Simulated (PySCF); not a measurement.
Shieldings and the share of exact exchange

Molecule: `CCO[SiH2]S[SiH3]`, C$_{2}$H$_{10}$OSSi$_{2}$.

Cartesian coordinates in Å; atom numbers follow the order of the lines, from 1:
```xyz
16

C    -2.484    0.530    0.535
C    -1.215   -0.263    0.311
O    -0.206    0.082    1.238
Si    0.864    1.339    1.085
S     1.942    1.179   -0.768
Si    2.566   -0.873   -0.556
H    -3.271    0.201   -0.161
H    -2.849    0.392    1.563
H    -2.317    1.606    0.372
H    -0.847   -0.122   -0.723
H    -1.410   -1.341    0.438
H     1.766    1.219    2.259
H     0.214    2.680    1.029
H     3.709   -1.064   -1.494
H     3.002   -1.138    0.847
H     1.467   -1.815   -0.920
```

GIAO shieldings (ppm, equivalent atoms averaged) in PySCF on the PBE0-D3(BJ)/def2-SVP geometry, basis pcSseg-1, gas phase, non-relativistic:

| functional | exact exchange (%) | σ(C2) | σ(O3) | σ(Si4) | σ(Si6) |
| --- | --- | --- | --- | --- | --- |
| BLYP | 0 | 112.8 | 254.4 | 341.9 | 375.3 |
| BP86 | 0 | 118.2 | 259.3 | 348.1 | 384.1 |
| PBE | 0 | 118.6 | 258.3 | 348.9 | 386.2 |
| PBE0 | 25 | 125.3 | 276.3 | 364.6 | 401.4 |
| HF | 100 | 137.8 | 311.3 | 412.5 | 441.1 |

Question: Fit each shielding as a line in the percentage of exact exchange.

Answer: σ(C2) = 117.2 + 0.21 x (rms 2.5 ppm); σ(O3) = 258.4 + 0.54 x (rms 2.7 ppm); σ(Si4) = 346.6 + 0.66 x (rms 2.5 ppm); σ(Si6) = 382.8 + 0.59 x (rms 4.1 ppm). The functionals also differ in their semilocal parts, which the line can't hold; Hartree–Fock has no correlation at all.

Question: What does the line predict for BHandHLYP (50 %), and what does the run give?

Answer: σ(C2): 127.7 predicted, 126.4 computed; σ(O3): 285.4 predicted, 287.6 computed; σ(Si4): 379.6 predicted, 374.1 computed; σ(Si6): 412.3 predicted, 406.8 computed ppm.
